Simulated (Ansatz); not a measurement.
Single points on the cluster Si3Ge3.

```yaml
crystal:
  periodic: [false, false, false]
  atoms:
    - {symbol: Si, position_ang: [-0.739916, 1.466289, 0.981448]}
    - {symbol: Si, position_ang: [1.148447, 1.417216, -0.584670]}
    - {symbol: Si, position_ang: [-0.849558, 0.134184, -1.030516]}
    - {symbol: Ge, position_ang: [0.882793, -0.466316, 1.073332]}
    - {symbol: Ge, position_ang: [1.064926, -1.316124, -1.291031]}
    - {symbol: Ge, position_ang: [-1.506693, -1.235249, 0.851437]}
basis:
  gaussian: {orbitals: def2-TZVPD, initial_orbitals: start.molden}
hamiltonian: {xc: pbe0, dispersion: d4}
scf: {omitted_lower_state_checks: [starts]}
output: {orbitals: {seedname: orbitals}}
```

The file start.molden holds the orbitals of an earlier run on this structure, at another level or in another basis.

```sh
$ ansatz run in.yaml --threads 4 --pin off --events-out ev --progress --plain --max-ram 4787MiB
```

Output, abridged:

```
Functional definition: PBE0
2166 factors; their error is unknown
mean field evaluation 1: about -193157.3907 eV, gradient 1.0e1 eV
mean field evaluation 2: about -193157.4356 eV, gradient 9.9e-2 eV
mean field evaluation 4: about -193158.1434 eV, gradient 2.8e-4 eV
mean field -193158.14338828 eV, -7098.4308422273 hartree, gradient 1.4e-5 eV, S^2 0.000000; 0 other end points of the search recorded, 0 dependent functions left out
reference -193158.14342101 eV, -7098.4308434301 hartree; 69, 69 occupied and 222, 222 virtual orbitals, 2166 factors
Total energy: -193158.58335628 eV, -7098.4470107532 hartree
Checks for a lower state left out: starts
```

It took 16 s on 4 threads of Arm Neoverse V2 on a shared host, peak host memory 1.5 GiB.

As the first input, with `gaussian: {orbitals: def2-SVP, initial_orbitals: start.molden}` (abridged; 4.5 s):

```
Functional definition: PBE0
mean field -193128.55996055 eV, -7097.3436713105 hartree, gradient 1.0e-5 eV, S^2 0.000000
Total energy: -193128.99992104 eV, -7097.3598395604 hartree
Checks for a lower state left out: starts
```

First input, but with `gaussian: {orbitals: def2-TZVP, initial_orbitals: start.molden}`, `hamiltonian: {xc: {name: B3LYP}, dispersion: d4}` (abridged; 11 s):

```
Functional definition: B3LYP
mean field -193193.45932043 eV, -7099.7286787958 hartree, gradient 1.3e-5 eV, S^2 0.000000
Total energy: -193194.33049209 eV, -7099.7606937637 hartree
Checks for a lower state left out: starts
```

Geometry: PBE0-D4/def2-SVP.

B3LYP takes the VWN-RPA correlation. The restricted singlet is unstable towards broken spin symmetry in Hartree–Fock (as tested in another run); at PBE0-D4/def2-TZVPD, PBE0-D4/def2-SVP, B3LYP-D4/def2-TZVP this wasn't settled. The structure comes from a short search, and lower isomers may exist.
